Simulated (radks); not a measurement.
Mg4+, 8 electrons, occupied as 1s1.75 2s2 2p4 3s0.25 (fractional occupations, a model configuration).

Calculated with a radial shooting solver on a logarithmic mesh with Libxc functionals: Dirac Kohn-Sham, PBE, spin-unpolarised, spherical densities, finite nucleus; open shells fill j = l - 1/2 first; Fermi nuclear charge, rms radius 3.057 fm.

Energy parts (hartree):
part                      energy
total                 -180.13899
kinetic                180.51400
electron-nucleus      -409.27321
Hartree                 61.69062
exchange-correlation   -13.07039

Orbitals (lengths in bohr, moments of r in powers of bohr; <r^-3> diverges for s and p1/2):
| orbital | occ. | eigenvalue (hartree) | <1/r> | <r^-3> | <r^2> |
|---|---|---|---|---|---|
| 1s1/2 | 1.75 | -51.10980 | 11.70 | - | 0.02261 |
| 2s1/2 | 2 | -6.14790 | 2.297 | - | 0.4826 |
| 2p1/2 | 2 | -5.00883 | 2.216 | - | 0.4306 |
| 2p3/2 | 2 | -4.99448 | 2.208 | 33.44 | 0.4328 |
| 3s1/2 | 0.25 | -1.77535 | 0.7529 | - | 3.947 |
| 3p1/2 | 0 | -1.50381 | 0.6972 | - | 4.447 |
| 3p3/2 | 0 | -1.50173 | 0.6959 | 4.861 | 4.459 |
| 3d3/2 | 0 | -1.14435 | 0.5805 | 0.4050 | 4.944 |
| 3d5/2 | 0 | -1.14418 | 0.5803 | 0.4042 | 4.946 |

The highest occupied level is 3s1/2 at -48.310 eV. The electron density at the nucleus is 1049 e/bohr^3.
